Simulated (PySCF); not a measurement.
PySCF input (M06-2X/def2-TZVPD):

```python
from pyscf import gto, scf, dft

mol = gto.M(
    atom='''
    Cs   -0.00000000   -0.00000000   -0.35080573
    F     0.00000000    0.00000000    2.14381277
    ''',
    basis='def2-tzvpd',
    ecp='def2-tzvp',
    charge=-1,
    spin=1,
    symmetry='C2v',
    verbose=4,
)

mf = dft.UKS(mol, xc='m062x').density_fit(auxbasis='def2-universal-jkfit')
mf.grids.level = 4
mf.conv_tol = 1e-9
mf.max_cycle = 100
mf.max_memory = 1500
mf.kernel()
if not mf.converged:
    mf = mf.newton()
    mf.kernel(mf.make_rdm1())
mf.analyze()
```

Output:

```
ECP def2-tzvp not found for  F
PySCF version 2.14.0

[INPUT] verbose = 4
[INPUT] num. atoms = 2
[INPUT] num. electrons = 19
[INPUT] charge = -1
[INPUT] spin (= nelec alpha-beta = 2S) = 1
[INPUT] symmetry C2v subgroup None
[INPUT] Mole.unit = angstrom
[INPUT] Symbol           X                Y                Z      unit          X                Y                Z       unit  Magmom
[INPUT]  1 Cs     0.000000000000   0.000000000000  -0.350805730000 AA    0.000000000000   0.000000000000  -0.662926752628 Bohr   0.0
[INPUT]  2 F      0.000000000000   0.000000000000   2.143812770000 AA    0.000000000000   0.000000000000   4.051218997645 Bohr   0.0

nuclear repulsion = 17.1823283137361
point group symmetry = Coov, use subgroup C2v
symmetry origin: [ 0.00000000e+00  0.00000000e+00 -6.49593346e-09]
symmetry axis x: [1. 0. 0.]
symmetry axis y: [0. 1. 0.]
symmetry axis z: [0. 0. 1.]
num. orbitals of irrep A1 = 33
num. orbitals of irrep A2 = 7
num. orbitals of irrep B1 = 16
num. orbitals of irrep B2 = 16
number of shells = 26
number of NR pGTOs = 98
number of NR cGTOs = 72
basis = def2-tzvpd
ecp = def2-tzvp

******** <class 'pyscf.df.df_jk.DFSymAdaptedUKS'> ********
method = DFSymAdaptedUKS
initial guess = minao
damping factor = 0
level_shift factor = 0
DIIS = <class 'pyscf.scf.diis.CDIIS'>
diis_start_cycle = 1
diis_space = 8
diis_damp = 0
SCF conv_tol = 1e-09
SCF conv_tol_grad = None
SCF max_cycles = 100
direct_scf = False
number electrons alpha = 10  beta = 9
XC library pyscf.dft.libxc version 7.1.2
    S. Lehtola, C. Steigemann, M. J. T. Oliveira, and M. A. L. Marques,  SoftwareX 7, 1–5 (2018)
XC functionals = m062x
    Y. Zhao and D. G. Truhlar,  Theor. Chem. Acc. 120, 215 (2008)
    Y. Zhao and D. G. Truhlar,  Theor. Chem. Acc. 120, 215 (2008)
radial grids:
    Treutler-Ahlrichs [JCP 102, 346 (1995); DOI:10.1063/1.469408] (M4) radial grids

becke partition: Becke, JCP 88, 2547 (1988); DOI:10.1063/1.454033
pruning grids: <function nwchem_prune>
grids dens level: 4
symmetrized grids: C2v
atomic radii adjust function: <function treutler_atomic_radii_adjust>
small_rho_cutoff = 0
Freeze 0 electrons in irreps []
    19 free electrons in irreps A1 A2 B1 B2
[...]
beta  HOMO (A1) = -0.189425959270245  LUMO (A1) = 0.111198884387043
  HOMO = 0.0168869167438  LUMO = 0.0861331437001  gap/eV = 1.88429
Extra cycle  E= -120.002880572967  delta_E= -8.33e-12  |g|= 2.87e-06  |ddm|= 1.41e-05
converged SCF energy = -120.002880572967  <S^2> = 0.75035104  2S+1 = 2.000351
**** SCF Summaries ****
Total Energy =                        -120.002880572966944
Nuclear Repulsion Energy =              17.182328313736150
One-electron Energy =                 -211.503007726587526
Two-electron Energy =                   74.317798839884446
Two-electron Coulomb Energy =           88.026853330843650
DFT Exchange-Correlation Energy =      -13.709054490959200
HOMO-LUMO gap [eV] =                     1.884285812138796
Wave-function symmetry = A1
alpha occupancy for each irrep:     A1   A2   B1   B2
                                     6    0    2    2
beta  occupancy for each irrep:     A1   A2   B1   B2
                                     5    0    2    2
**** MO energy ****
alpha MO #1 (A1 #1), energy= -24.9094097391787 occ= 1
alpha MO #2 (A1 #2), energy= -0.982788217767805 occ= 1
alpha MO #3 (A1 #3), energy= -0.95142096210866 occ= 1
alpha MO #4 (B2 #1), energy= -0.428957468659246 occ= 1
alpha MO #5 (B1 #1), energy= -0.42895745225297 occ= 1
alpha MO #6 (A1 #4), energy= -0.419273774464997 occ= 1
alpha MO #7 (B1 #2), energy= -0.19649703316268 occ= 1
alpha MO #8 (B2 #2), energy= -0.196496995479926 occ= 1
alpha MO #9 (A1 #5), energy= -0.190146576449337 occ= 1
alpha MO #10 (A1 #6), energy= 0.0168869167437506 occ= 1
alpha MO #11 (B1 #3), energy= 0.0861331437001384 occ= 0
alpha MO #12 (B2 #3), energy= 0.086133227869857 occ= 0
alpha MO #13 (A1 #7), energy= 0.101388690781488 occ= 0
alpha MO #14 (A1 #8), energy= 0.117347992055245 occ= 0
alpha MO #15 (A2 #1), energy= 0.12112597507929 occ= 0
alpha MO #16 (A1 #9), energy= 0.12112672625054 occ= 0
alpha MO #17 (A1 #10), energy= 0.122200675214989 occ= 0
alpha MO #18 (B1 #4), energy= 0.134251085182961 occ= 0
alpha MO #19 (B2 #4), energy= 0.134251152214658 occ= 0
alpha MO #20 (B1 #5), energy= 0.168335135919784 occ= 0
alpha MO #21 (B2 #5), energy= 0.168335319255049 occ= 0
alpha MO #22 (A1 #11), energy= 0.185093226113385 occ= 0
alpha MO #23 (A1 #12), energy= 0.20359319432982 occ= 0
alpha MO #24 (A2 #2), energy= 0.203594562241682 occ= 0
alpha MO #25 (B1 #6), energy= 0.242118976068057 occ= 0
alpha MO #26 (B2 #6), energy= 0.242119122516215 occ= 0
alpha MO #27 (A1 #13), energy= 0.246328970560785 occ= 0
alpha MO #28 (A1 #14), energy= 0.316854403038846 occ= 0
alpha MO #29 (B2 #7), energy= 0.321330277755783 occ= 0
alpha MO #30 (B1 #7), energy= 0.321330398119259 occ= 0
alpha MO #31 (A1 #15), energy= 0.456121454995667 occ= 0
alpha MO #32 (B1 #8), energy= 0.509819418815725 occ= 0
alpha MO #33 (B2 #8), energy= 0.509819498213807 occ= 0
alpha MO #34 (A1 #16), energy= 0.516444329394957 occ= 0
alpha MO #35 (A1 #17), energy= 0.520093205588027 occ= 0
alpha MO #36 (A2 #3), energy= 0.520093930834059 occ= 0
alpha MO #37 (A1 #18), energy= 0.600821424653901 occ= 0
alpha MO #38 (B1 #9), energy= 0.624857711058311 occ= 0
alpha MO #39 (B2 #9), energy= 0.624857853177446 occ= 0
alpha MO #40 (A1 #19), energy= 0.713663316386068 occ= 0
alpha MO #41 (A2 #4), energy= 0.713692005884842 occ= 0
alpha MO #42 (A1 #20), energy= 0.780948804176262 occ= 0
alpha MO #43 (B2 #10), energy= 0.818974163021096 occ= 0
alpha MO #44 (B1 #10), energy= 0.818974164881804 occ= 0
alpha MO #45 (A1 #21), energy= 0.914919936841137 occ= 0
alpha MO #46 (B2 #11), energy= 1.01766584167305 occ= 0
alpha MO #47 (B1 #11), energy= 1.01766586098093 occ= 0
alpha MO #48 (A1 #22), energy= 1.25460685956769 occ= 0
alpha MO #49 (A1 #23), energy= 1.36368750450564 occ= 0
alpha MO #50 (A1 #24), energy= 2.57461180246841 occ= 0
alpha MO #51 (A2 #5), energy= 2.57512602771253 occ= 0
alpha MO #52 (B2 #12), energy= 2.61212844495094 occ= 0
alpha MO #53 (B1 #12), energy= 2.61212844686129 occ= 0
alpha MO #54 (A1 #25), energy= 2.64056114710903 occ= 0
alpha MO #55 (B1 #13), energy= 3.66931468897178 occ= 0
alpha MO #56 (B2 #13), energy= 3.66931469151813 occ= 0
alpha MO #57 (A1 #26), energy= 3.79467648771299 occ= 0
alpha MO #58 (A1 #27), energy= 4.34713877180928 occ= 0
alpha MO #59 (B1 #14), energy= 7.23532353829808 occ= 0
alpha MO #60 (B2 #14), energy= 7.23532353798588 occ= 0
alpha MO #61 (A2 #6), energy= 7.23727962112364 occ= 0
alpha MO #62 (A1 #28), energy= 7.23728409093397 occ= 0
alpha MO #63 (B1 #15), energy= 7.24138914953187 occ= 0
alpha MO #64 (B2 #15), energy= 7.24138914957568 occ= 0
alpha MO #65 (A1 #29), energy= 7.24348986114218 occ= 0
alpha MO #66 (A1 #30), energy= 8.76384010091752 occ= 0
alpha MO #67 (A2 #7), energy= 8.76385118446191 occ= 0
alpha MO #68 (B1 #16), energy= 8.79059392533365 occ= 0
alpha MO #69 (B2 #16), energy= 8.79059392741723 occ= 0
alpha MO #70 (A1 #31), energy= 8.81031471595714 occ= 0
alpha MO #71 (A1 #32), energy= 20.0043973624937 occ= 0
alpha MO #72 (A1 #33), energy= 57.4076950167486 occ= 0
beta  MO #1 (A1 #1), energy= -24.9090652695182 occ= 1
beta  MO #2 (A1 #2), energy= -0.981773984928047 occ= 1
beta  MO #3 (A1 #3), energy= -0.950349591155135 occ= 1
beta  MO #4 (B2 #1), energy= -0.429445574143958 occ= 1
beta  MO #5 (B1 #1), energy= -0.42944556020743 occ= 1
beta  MO #6 (A1 #4), energy= -0.419322521074797 occ= 1
beta  MO #7 (B2 #2), energy= -0.19527780347076 occ= 1
beta  MO #8 (B1 #2), energy= -0.195277781909822 occ= 1
beta  MO #9 (A1 #5), energy= -0.189425959270245 occ= 1
beta  MO #10 (A1 #6), energy= 0.111198884387043 occ= 0
beta  MO #11 (A1 #7), energy= 0.144379516873572 occ= 0
beta  MO #12 (B2 #3), energy= 0.175725727396113 occ= 0
beta  MO #13 (B1 #3), energy= 0.175725843882347 occ= 0
beta  MO #14 (A1 #8), energy= 0.176685534639924 occ= 0
beta  MO #15 (A2 #1), energy= 0.176694242297919 occ= 0
beta  MO #16 (A1 #9), energy= 0.178879944405326 occ= 0
beta  MO #17 (B2 #4), energy= 0.188805568175056 occ= 0
beta  MO #18 (B1 #4), energy= 0.188805692731874 occ= 0
beta  MO #19 (B2 #5), energy= 0.228446328351949 occ= 0
beta  MO #20 (B1 #5), energy= 0.228446460605312 occ= 0
beta  MO #21 (A1 #10), energy= 0.233141865621945 occ= 0
beta  MO #22 (A1 #11), energy= 0.264583526093698 occ= 0
beta  MO #23 (A1 #12), energy= 0.277155559487718 occ= 0
beta  MO #24 (A2 #2), energy= 0.278616466900579 occ= 0
beta  MO #25 (A1 #13), energy= 0.282409856389001 occ= 0
beta  MO #26 (B2 #6), energy= 0.291155720526745 occ= 0
beta  MO #27 (B1 #6), energy= 0.291156148395969 occ= 0
beta  MO #28 (A1 #14), energy= 0.328484327454821 occ= 0
beta  MO #29 (B2 #7), energy= 0.337891018944015 occ= 0
beta  MO #30 (B1 #7), energy= 0.337891145137324 occ= 0
[...]
```
